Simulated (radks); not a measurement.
Results of a calculation; reference values are marked as such.
Problem. The table gives one normalised radial function P(r) = r R(r) of Ga in [Ar] 3d9 4s2 4p2 (r in bohr). Code: a radial shooting solver on a logarithmic mesh with Libxc functionals. Model: scalar-relativistic Kohn-Sham, Wu-Cohen GGA, spin-unpolarised, spherical densities, point nucleus.

r,P
0.002452,0.1015
0.00281,0.1146
0.003245,0.1300
0.003718,0.1462
0.004259,0.1640
0.004919,0.1846
0.005635,0.2058
0.006456,0.2287
0.007456,0.2544
0.008543,0.2800
0.009866,0.3079
0.0113,0.3344
0.01295,0.3603
0.01496,0.3856
0.01713,0.4063
0.01963,0.4218
0.02267,0.4305
0.02597,0.4286
0.02976,0.4142
0.03437,0.3820
0.03937,0.3328
0.04511,0.2630
0.0521,0.1650
0.05968,0.0500
0.06838,-0.0843
0.07897,-0.2413
0.09048,-0.3941
0.1037,-0.5381
0.1197,-0.6629
0.1372,-0.7348
0.1584,-0.7415
0.1815,-0.6660
0.2079,-0.5030
0.2401,-0.2386
0.2751,0.0802
0.3152,0.4347
0.364,0.8034
0.417,1.0985
0.4777,1.3017
0.5517,1.3898
0.6321,1.3496
0.7242,1.2086
0.8364,0.9872
0.9582,0.7518
1.098,0.5273
1.268,0.3293
1.453,0.1915
1.664,0.1004
1.922,0.0447
2.202,0.0182
2.543,0.0060
2.913,0.0018
3.338,0.0004
3.855,0.0001
4.416,0.0000
5.06,0.0000
5.843,0.0000
6.695,0.0000
7.67,0.0000
8.858,0.0000
10.15,0.0000

Which n and l does it have? It may be an empty orbital.

Solution. n = 3, l = 0: the number of nodes gives n - l - 1 = 2, the rise at small r (about r^(l+1)) gives l, and the extent must fit the shell. The curve is that of 3s. 3s: eigenvalue -157.67 eV, 2 radial nodes at r = 0.0629, 0.266 bohr, <r> = 0.648 bohr, 90 % of the charge inside 0.969 bohr.
